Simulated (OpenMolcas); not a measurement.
Computed levels of 4d4 in ions with 40 electrons, in cm-1 above 5D0.

```yaml
Program: OpenMolcas
Method: MS-CASPT2, IPEA 0.25 Eh, imaginary shift 0.1 Eh
Basis: ANO-RCC-VTZP
Scalar_Hamiltonian: DKH2, point nucleus
Spin-orbit_coupling: RASSI with atomic mean-field integrals over the reference wave functions, term energies averaged over their components
```

Active space for each ion: 4 electrons in 10 orbitals (4d 5d); closed shells correlated by CASPT2: 4s 4p.

| Level | Ru4+ | Rh5+ | Ag7+ |
| --- | --- | --- | --- |
| 5D1 | 488 | 682 | 1248 |
| 5D2 | 1308 | 1776 | 3060 |
| 5D3 | 2330 | 3100 | 5100 |
| 5D4 | 3500 | 4570 | 7250 |
| 3P0(1) | 16690 | 18420 | 21800 |
| 3H4 | 18150 | 20110 | 24270 |
| 3P1(1) | 19110 | 21610 | 26860 |
| 3H5 | 19340 | 21760 | 27130 |
| 3H6 | 20350 | 23060 | 29100 |

Q: Estimate 5D4, 3P0(1), 3H4 for Pd6+ from its neighbours Rh5+ and Ag7+.

A: 5D4 is fine structure, which grows about as the fourth power of a screened charge, so the fourth roots are averaged: ((4570^0.25 + 7250^0.25) / 2)^4 = 5794. The calculation gives 5980, so the estimate is off by -3.1 %.
3P0(1) is another term, which grows about linearly with the charge: (18420 + 21800) / 2 = 20110. The calculation gives 19960, so the estimate is off by +0.8 %.
3H4 is another term, which grows about linearly with the charge: (20110 + 24270) / 2 = 22190. The calculation gives 22020, so the estimate is off by +0.8 %.

Mixed levels, with the weight of the term that names them: Pd6+ 3H4 (72 %), Ag7+ 3H4 (69 %).

CASPT2 does not keep the components of a term degenerate, so their means are used; among the terms shown or strongly mixed into the levels shown the widest spread is 280 cm-1 (4d4 3G, Rh5+). Active for correlation alone: 5d; no level in the range computed is led by a configuration that fills it, so any true level of that kind is missing. Levels of configurations outside the active space are missing.

A number in round brackets counts repeated terms of one configuration in the order of the reference energies.
